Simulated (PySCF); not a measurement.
# One molecule, several mistakes: B2GeH3O anion

These are calculations, not measurements. The program is PySCF 2.14.0, an open-source quantum chemistry code, run on an isolated molecule that a program drew, which may never have been made. The molecule is B2GeH3O anion (charge -1, singlet), drawn as the SMILES string `[BH2][GeH-][B]=O`.

Each row is a Hartree-Fock (HF) and frozen-core CCSD(T) single point in the aug-cc-pVDZ basis, meant for a local HF minimum. Run 1 is clean. Each other run has one planted mistake out of seven kinds, and not every kind appears here: one electron removed, one electron added, multiplicity raised by two, geometry at a saddle point, minimal basis STO-3G, one bond length entered in bohr, all coordinates scaled. The reference is restricted for singlets and unrestricted otherwise, and also for a bond in bohr. Adding or removing an electron swaps singlet and doublet. Electrons count all cores. HOMO and LUMO are orbital energies over both spins, the gradient is its largest component, and the lowest frequency (negative if imaginary) is given only where the gradient is small. Bond lengths are over the 6 bonds as drawn. T1 is the CCSD diagnostic: over 0.02 (restricted) or 0.045 (unrestricted) a single reference is doubtful. Germanium has the aug-cc-pVDZ-PP basis, with a core potential (ECP10MDF) in place of its 10 inner electrons, and its 3s, 3p and 3d shells are frozen in CCSD(T).

Geometry of the clean run:
```xyz
7
B2GeH3O anion, angstrom
B     0.4080    1.2929   -1.9656
Ge    0.1550   -0.6321   -1.4270
B     0.7622   -0.8358    0.5435
O     1.1676   -1.0203    1.6654
H     1.4013    1.9062   -1.6503
H    -0.2912    1.8123   -2.8062
H    -1.3601   -1.0036   -1.3340
```

| run | electrons | basis functions | <S^2> | HOMO (eV) | LUMO (eV) | gradient (hartree/bohr) | lowest frequency (cm^-1) | mean bond (Å) | longest bond (Å) | T1 | HF (hartree) | CCSD(T) (hartree) | mistake |
|---|---|---|---|---|---|---|---|---|---|---|---|---|---|
| 1 | 54 | 128 | 0.000 | -2.60 | 3.56 | 2.3e-05 | 95 | 1.5461 | 2.072 | 0.0263 | -419.42322 | -419.95037 | no fault |
| 2 | 54 | 128 | 0.637 | -2.89 | 3.67 | 1.9e-02 | - | 1.7256 | 2.288 | 0.0657 | -419.31352 | -419.84687 | one bond length entered in bohr |
| 3 | 54 | 128 | 0.000 | -2.80 | 3.52 | 1.1e-01 | - | 1.6558 | 2.219 | 0.0297 | -419.39611 | -419.93381 | all coordinates scaled |
| 4 | 54 | 128 | 0.000 | -2.13 | 3.59 | 4.4e-05 | -144 | 1.5197 | 2.031 | 0.0230 | -419.42068 | -419.95105 | ? |
| 5 | 54 | 128 | 2.017 | -1.13 | 3.65 | 2.9e-02 | - | 1.5461 | 2.072 | 0.0197 | -419.37066 | -419.87780 | ? |

**Which mistake was planted in run 4, and what did it cost?**

The gradient is small, so the point is stationary, but the lowest frequency is imaginary (-144 cm^-1). So the mistake is: geometry at a saddle point. Subtracting run 1 and multiplying by 627.51 kcal/mol a hartree, the energy moved by 1.6 kcal/mol in HF and -0.4 kcal/mol in CCSD(T).

**Which mistake was planted in run 5, and what did it cost?**

Electrons, basis and geometry are unchanged, and <S^2> is 2.017, beside S(S+1) = 2.00 for a multiplicity of 3. So the mistake is: multiplicity raised by two. Subtracting run 1 and multiplying by 627.51 kcal/mol a hartree, the energy moved by 33.0 kcal/mol in HF and 45.5 kcal/mol in CCSD(T).

Cautions from the logs. Run 1: T1 is over the limit, so its CCSD(T) energy is less reliable; run 2: T1 is over the limit, so its CCSD(T) energy is less reliable; run 3: T1 is over the limit, so its CCSD(T) energy is less reliable; run 4: T1 is over the limit, so its CCSD(T) energy is less reliable.
